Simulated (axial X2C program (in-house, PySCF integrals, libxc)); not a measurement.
Spectroscopic constants of SbSe

All values were computed with an in-house relativistic program for diatomic molecules. Spin-free means the one-electron spin-free X2C Hamiltonian. Basis: Sb dyall-cv3z [11s12p8d4f1g], Se dyall-cv3z [8s9p6d4f1g] (cores contracted in-house); Gaussian nuclei, density fitting, unrestricted open shells. Masses: Sb 120.904 u, Se 79.917 u.

State, spin-free: M_S = 1/2, Λ = 1 (beyond evenly filled blocks: π+α); electrons by block: σα: 18, σβ: 18, π+α: 10, π+β: 9, π-α: 9, π-β: 9, δ+α: 3, δ+β: 3, δ-α: 3, δ-β: 3. Fragments: Sb + Se.

```csv
Hamiltonian,level,Re (Å),ωe (cm⁻¹),Be (cm⁻¹),αe (cm⁻¹),De (eV),μ (D)
spin-free,PBE0,2.329,340.8,0.06458,0.000178,3.12,-1.86
spin-free,B97-3,2.342,336.0,0.0639,0.000169,3.13,-2.00
```

Dipoles are positive if Se is the positive end.

The state is one determinant whose occupation by symmetry is held fixed; it was picked as the lowest of a PBE0 search that is not exhaustive. De is counted from the lowest determinant-based energies of the atoms at the same level, without counterpoise correction. Without a current term, density functionals place determinants with orbital angular momentum somewhat too high. The determinant is spin-polarised beyond a pure state at some levels (its spin-free form has ⟨S²⟩ too high), which makes Re and μ there less reliable. The stretched end of a curve changes character and is left out. Spin-free De lacks the spin–orbit lowering of the heavy p-block atom, a tenth of an eV or more for 4p and 5p, up to an eV for 6p and one to two eV for 7p atoms, less what an open-shell molecule gains itself.

No reliable constants came from B97-3 (2c), CCSD (2c), CCSD (spin-free), CCSD(T) (2c), CCSD(T) (spin-free), HF (2c), HF (spin-free), MP2 (2c), MP2 (spin-free), PBE0 (2c): no minimum in range, unconverged points, a curve that is not smooth, a change of character along it, or the two Hamiltonians disagreeing along it.

The whole task took 9.4 min on 1 thread of Arm Neoverse V2 (shared host).
